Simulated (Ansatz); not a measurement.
`O[Si](O)(Cl)[SiH](Cl)Cl` → 3 Cl• + 3 H• + 2 O• + 2 Si•  (atomization)

Gas-phase electronic energies from Ansatz, PBE0-D4/def2-TZVP geometries. CCSD(T)/CBS is the MP2 limit (def2-TZVPP, def2-QZVPP) plus CCSD(T) − MP2 in def2-TZVPP, frozen cores. This one scheme is used for every species, atoms too. DFT in def2-TZVPP. B3LYP here is the variant with VWN-RPA as its local correlation; programs differ in this. Open shells (•) are unrestricted, without spin–orbit coupling. Spin–orbit coupling would lower the free atoms: a little for Cl, O, Si. Each species was taken in one conformer, which may not be the lowest.

```tsv
level	ΔE (eV)	difference from CCSD(T)/CBS
PBE-D4	38.05	0.29
r2SCAN-D4	37.80	0.04
PBE0-D4	37.33	-0.43
B3LYP-D4	37.06	-0.70
ωB97X-V	37.77	0.01
ωB97M-V	37.75	-0.01
B2PLYP	36.77	-0.99
PBE	37.64	-0.12
r2SCAN	37.70	-0.06
PBE0	36.97	-0.79
B3LYP	36.39	-1.37
HF/def2-TZVPP	26.86	-10.90
MP2/def2-TZVPP	37.73	-0.03
SCS-MP2/def2-TZVPP	37.03	-0.73
CCSD/def2-TZVPP	35.60	-2.16
CCSD(T)/def2-TZVPP	36.32	-1.44
HF/def2-QZVPP	26.95	-10.81
MP2/def2-QZVPP	38.59	0.83
SCS-MP2/def2-QZVPP	37.95	0.19
HF/CBS(def2)	26.97	-10.79
MP2/CBS(def2)	39.17	1.41
CCSD/CBS(def2)	37.03	-0.73
CCSD(T)/CBS	37.76	0
```

Largest T1 diagnostic among the species: 0.012.

The D4 term adds +0.67 eV with B3LYP and +0.36 eV with PBE0; it sums over pairs of atoms, weighted by their polarisabilities, and B3LYP, whose exchange is more repulsive, gets the larger term. In def2-TZVPP, CCSD(T) changes the Hartree–Fock value by +9.46 eV (the triples alone add +0.72 eV) and MP2 by +10.87 eV; breaking electron pairs costs correlation energy, which Hartree–Fock lacks.

For atomizations the MP2-based limit and the directly extrapolated one differ by several kJ/mol either way, and by 10 to 25 for some Ge, Se and Sn compounds, so smaller differences from it don't rank the levels.
